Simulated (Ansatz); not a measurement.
Ansatz (a quantum-chemistry and plane-wave program) input (RI-MP2/cc-pVTZ):
A basis named .json is the Basis Set Exchange file of that set.

Ansatz 0.2 input:
```yaml
crystal:
  periodic: [false, false, false]
  atoms:
    - {symbol: Ge, position_ang: [0.00000000, 0.00000000, 0.00000000]}
    - {symbol: O, position_ang: [-0.00000000, -0.00000000, -1.65214308]}
    - {symbol: O, position_ang: [0.00000000, 0.00000000, 1.65214308]}
basis:
  gaussian:
    orbitals: cc-pVTZ
    fitting: {mean_field: def2-universal-jkfit, correlation: cc-pVTZ-RIFIT.json}
total_charge: 1
magnetization: {spin_polarized: true, initial_magnetization: 1}
correlation: {method: mp2, electrons: outside_noble_gas}
```

Output:

```
Functional definition: HF
integrals: 0.04 GiB planned
420 factors; integrals over basis functions are off by at most 6.7e-1 eV
328 factors; integrals over basis functions are off by at most 1.3e2 eV
mean field: 0.25 GiB planned
mean field evaluation 1: about -60528.8273 eV, gradient 4.6e1 eV
mean field evaluation 2: about -60531.0289 eV, gradient 4.4e1 eV
mean field evaluation 4: about -60537.8795 eV, gradient 2.8e0 eV
mean field evaluation 8: about -60538.1863 eV, gradient 1.5e-1 eV
mean field evaluation 16: about -60538.2264 eV, gradient 2.6e-6 eV
mean field evaluation 32: about -60538.0871 eV, gradient 6.6e-6 eV
mean field evaluation 64: about -60538.2258 eV, gradient 1.1e-1 eV
mean field evaluation 96: about -60530.6806 eV, gradient 2.2e0 eV
mean field -60538.22644563 eV, -2224.7387875933 hartree, gradient 2.2e-6 eV, S^2 1.274127; 16 other end points of the search recorded, 0 dependent functions left out
16 core orbitals not correlated
reference -60538.22644563 eV, -2224.7387875933 hartree; 8, 7 occupied and 79, 80 virtual orbitals, 328 factors
second order -13.17042517 eV of doubles, -0.00000000 eV of singles
Total energy: -60551.39687081 eV, -2225.2227917912 hartree
```

The determinant is spin-contaminated: <S^2> is 1.27 against 0.75 for a pure state.
